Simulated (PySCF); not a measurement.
## Simulated absorption spectrum

Compound: C4H5F3O.
Bonds: C1–C2, C2–O3 (double), C2–C4, C4–C5, C5–F6, C5–F7, C5–F8. Hydrogens: H9, H10, H11 on C1; H12, H13 on C4.

Theory: TDDFT PBE0/def2-SVPD, vertical, gas phase, core orbitals frozen in the response (PySCF 2.14.0, density-fitted response routines). Geometry: GFN2-xTB, one conformer, isolated molecule. Torsions of this conformer, `[CH3:1][C:2](=[O:3])[CH2:4][C:5]([F:6])([F:7])[F:8]`: C1–C2–C4–C5 -44°, C2–C4–C5–F6 -47°.

Broadening: Gaussians 0.4 eV wide at half height, area fixed by f = 4.319×10⁻⁹ ∫ε dν̃. The width is an assumption, not a result. The curve ends short of the highest state used, and states not computed would add to its high-energy end.

```tsv
λ (nm)	ε (L mol⁻¹ cm⁻¹)
153.5	516
156.4	111
159.4	33
162.4	194
165.4	787
168.4	1623
171.4	1816
174.4	1173
177.4	462
180.4	116
183.4	20
186.4	2
189.3	0
192.3	0
195.3	0
198.3	0
201.3	0
204.3	0
207.3	0
210.3	0
213.3	0
216.3	0
219.2	0
222.2	0
225.2	0
228.2	0
231.2	0
234.2	0
237.2	0
240.2	0
243.2	0
246.2	0
249.1	0
252.1	0
255.1	0
258.1	0
261.1	1
264.1	1
267.1	1
270.1	2
273.1	2
276.1	2
279.0	2
282.0	2
285.0	1
288.0	1
291.0	1
294.0	1
297.0	0
300.0	0
303.0	0
306.0	0
308.9	0
311.9	0
314.9	0
317.9	0
```

Task: Locate the maxima and give the states behind the curve.

Result: 170 nm (7.27 eV), ε about 1900, made up of S2 (100%) (ε in L mol⁻¹ cm⁻¹; maxima over ε = 5, shares over 10%). At its high-energy end, 8.08 eV, the curve is still rising (ε about 530, from S3). The states used: S1 4.50 eV (f 0.0000); S2 7.27 eV (f 0.028); S3 8.29 eV (f 0.015); S4 8.44 eV (f 0.0042); S5 8.47 eV (f 0.0034); S6 8.68 eV (f 0.0097).

Task: On this curve, what absorbance would a 10⁻⁵ mol/L sample give at 266 nm over a 1 cm path?

Result: 266 nm is 4.661 eV, where ε is about 1.3 L mol⁻¹ cm⁻¹, so A = ε c l ≈ 1.3e-05 (Beer–Lambert, with the gas-phase spectrum and the assumed width).

Task: Coming from long wavelengths, where does ε first pass 100 L mol⁻¹ cm⁻¹?

Result: At about 181 nm (6.86 eV), 2.36 eV above S1.

Task: What would ε be at 7.27 eV, the highest of these maxima, with half the width (0.2 eV)?

Result: About 3730 L mol⁻¹ cm⁻¹ against 1870, a factor of about 2.00; a lone state at its own centre would give exactly 2.

Hardware: an Arm Neoverse V2 with one thread, shared host with 96 logical CPUs at a one-minute load of 24. Cost: 24 s, 0.86 GiB resident at most.
